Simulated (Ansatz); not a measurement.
Isolated molecules relaxed with PBE0-D4/def2-TZVP in Ansatz; ΔE leaves out vibrations. CCSD(T)/CBS is the MP2 limit (def2-TZVPP, def2-QZVPP) plus CCSD(T) − MP2 in def2-TZVPP, frozen cores. Double bonds are as drawn, so ΔE can hold a change between cis and trans. Functionals use def2-TZVPP. B3LYP here is the variant with VWN-RPA as its local correlation; programs differ in this. Each species was taken in one conformer, which may not be the lowest.

Consider the substitution at a C–C bond: `F/C(=C(\F)C(F)(F)F)C(F)(F)F` + `C=CCS` → `C=CCSC(F)(F)F` + `F/C=C(\F)C(F)(F)F`.

```json
{"level": "PBE-D4", "ΔE (kJ/mol)": "-26.5", "difference from CCSD(T)/CBS": "-1.0"}
{"level": "r2SCAN-D4", "ΔE (kJ/mol)": "-23.4", "difference from CCSD(T)/CBS": "2.1"}
{"level": "PBE0-D4", "ΔE (kJ/mol)": "-24.5", "difference from CCSD(T)/CBS": "1.0"}
{"level": "B3LYP-D4", "ΔE (kJ/mol)": "-25.9", "difference from CCSD(T)/CBS": "-0.4"}
{"level": "ωB97X-V", "ΔE (kJ/mol)": "-23.6", "difference from CCSD(T)/CBS": "1.9"}
{"level": "ωB97M-V", "ΔE (kJ/mol)": "-24.3", "difference from CCSD(T)/CBS": "1.2"}
{"level": "B2PLYP", "ΔE (kJ/mol)": "-24.4", "difference from CCSD(T)/CBS": "1.1"}
{"level": "PBE", "ΔE (kJ/mol)": "-26.1", "difference from CCSD(T)/CBS": "-0.6"}
{"level": "r2SCAN", "ΔE (kJ/mol)": "-23.4", "difference from CCSD(T)/CBS": "2.1"}
{"level": "PBE0", "ΔE (kJ/mol)": "-24.1", "difference from CCSD(T)/CBS": "1.4"}
{"level": "B3LYP", "ΔE (kJ/mol)": "-25.1", "difference from CCSD(T)/CBS": "0.4"}
{"level": "HF/def2-TZVPP", "ΔE (kJ/mol)": "-22.0", "difference from CCSD(T)/CBS": "3.5"}
{"level": "MP2/def2-TZVPP", "ΔE (kJ/mol)": "-23.2", "difference from CCSD(T)/CBS": "2.3"}
{"level": "SCS-MP2/def2-TZVPP", "ΔE (kJ/mol)": "-22.1", "difference from CCSD(T)/CBS": "3.4"}
{"level": "CCSD/def2-TZVPP", "ΔE (kJ/mol)": "-18.6", "difference from CCSD(T)/CBS": "6.9"}
{"level": "CCSD(T)/def2-TZVPP", "ΔE (kJ/mol)": "-19.1", "difference from CCSD(T)/CBS": "6.4"}
{"level": "HF/def2-QZVPP", "ΔE (kJ/mol)": "-22.3", "difference from CCSD(T)/CBS": "3.2"}
{"level": "MP2/def2-QZVPP", "ΔE (kJ/mol)": "-27.0", "difference from CCSD(T)/CBS": "-1.5"}
{"level": "SCS-MP2/def2-QZVPP", "ΔE (kJ/mol)": "-25.5", "difference from CCSD(T)/CBS": "0.0"}
{"level": "HF/CBS(def2)", "ΔE (kJ/mol)": "-22.4", "difference from CCSD(T)/CBS": "3.1"}
{"level": "MP2/CBS(def2)", "ΔE (kJ/mol)": "-29.6", "difference from CCSD(T)/CBS": "-4.1"}
{"level": "CCSD/CBS(def2)", "ΔE (kJ/mol)": "-24.9", "difference from CCSD(T)/CBS": "0.6"}
{"level": "CCSD(T)/CBS", "ΔE (kJ/mol)": "-25.5", "difference from CCSD(T)/CBS": "0"}
```

Largest T1 diagnostic among the species: 0.013.
